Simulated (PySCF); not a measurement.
C₂H₇AsBN.
Atom-mapped SMILES: `[N:1]#[C:2][CH2:3][BH2-:4][AsH3+:5]` (hydrogens: H6, H7 on C3; H8, H9 on B4; H10, H11, H12 on As5)
Bond orders are those of one Lewis drawing.

Computed by this run: PBE0-D3(BJ)/def2-SVP geometry optimisation, gas phase (PySCF); density fitting, grid level 1; the optimiser is geomeTRIC in internal coordinates, started from a GFN2-xTB structure with every atom displaced at random (about 0.01 Å).

Step 0: E = -65171.1856 eV
```
atom  x, y, z in Å  |  force x, y, z in eV/Å
N1     -0.4667    1.9538    1.1734    0.828   1.662   0.735
C2     -1.0310    1.0369    0.7773   -1.000  -0.772  -0.239
C3     -1.5405   -0.1834    0.2410    1.594  -0.498  -0.062
B4     -0.3035   -0.7676   -0.7573   -0.981   0.447   1.227
As5     1.5016    0.0660   -0.1007    0.178  -0.161   0.323
H6     -2.4551   -0.0038   -0.2919   -0.749  -0.009  -0.561
H7     -1.7239   -0.8588    1.0808   -0.172  -0.241   0.106
H8     -0.1420   -1.9364   -0.6713    0.265  -0.793   0.044
H9     -0.4047   -0.3668   -1.8546    0.129   0.412  -1.065
H10     2.7692   -0.4771   -0.6394    0.361  -0.509  -0.508
H11     1.8641    1.4826   -0.2854   -0.166   0.675  -0.315
H12     1.9742    0.0231    1.3205   -0.287  -0.213   0.315
```

Step 1: E = -65171.4498 eV
```
atom  x, y, z in Å  |  force x, y, z in eV/Å
N1     -0.6264    2.0797    1.2586   -0.031   0.236   0.101
C2     -1.1011    1.1127    0.8295    0.068  -0.172  -0.098
C3     -1.4729   -0.1640    0.2566   -0.099   0.031  -0.069
B4     -0.2913   -0.7463   -0.7266   -0.021   0.008  -0.157
As5     1.5426    0.0342   -0.1099    0.171   0.042  -0.012
H6     -2.4051   -0.0428   -0.3262    0.123  -0.096   0.103
H7     -1.6813   -0.8572    1.0862   -0.057  -0.017  -0.006
H8     -0.0989   -1.9525   -0.6529   -0.041   0.091  -0.008
H9     -0.3487   -0.3344   -1.8817    0.073  -0.044   0.145
H10     2.7731   -0.5895   -0.7343   -0.161   0.029   0.012
H11     1.8259    1.4969   -0.3528   -0.020  -0.116   0.021
H12     1.9257   -0.0684    1.3460   -0.004   0.008  -0.032
```

Question: Estimate the geometry and energy of step 2. (The exact step hangs on the optimiser's Hessian estimate; all steps are aligned on step 1, rigid shifts and turns removed.)

Answer: E = -65171.4620 eV, largest force 0.137 eV/Å
```
atom  x, y, z in Å  |  force x, y, z in eV/Å
N1     -0.7180    2.1223    1.2649   -0.078   0.006  -0.009
C2     -1.1382    1.1299    0.8325    0.132  -0.020  -0.029
C3     -1.4704   -0.1608    0.2624    0.046   0.014  -0.013
B4     -0.2820   -0.7319   -0.7202   -0.051   0.042   0.004
As5     1.5620    0.0239   -0.1118   -0.059  -0.027   0.040
H6     -2.3983   -0.0671   -0.3235   -0.009  -0.045   0.004
H7     -1.6782   -0.8576    1.0899   -0.002   0.007   0.007
H8     -0.0955   -1.9354   -0.6517   -0.022   0.001  -0.013
H9     -0.3290   -0.3179   -1.8687    0.044   0.005   0.025
H10     2.7572   -0.6189   -0.7642   -0.020  -0.016  -0.030
H11     1.8662    1.4757   -0.3524    0.002   0.028   0.006
H12     1.9660   -0.0937    1.3352    0.017   0.005   0.009
```

The energy changes by -0.0122 eV. The first-order estimate −F·Δx gives -0.0194 eV and the mean of the old and new forces, exact on a quadratic surface, -0.0123 eV. The step makes an angle of 76° with the force vector and moves no atom by more than 0.101 Å.

What follows is the cost of the whole optimisation. Hardware: an Arm Neoverse V2 with one thread, no GPU, on a shared host. Cost: 61 s of wall time, 0.51 GiB resident at most.
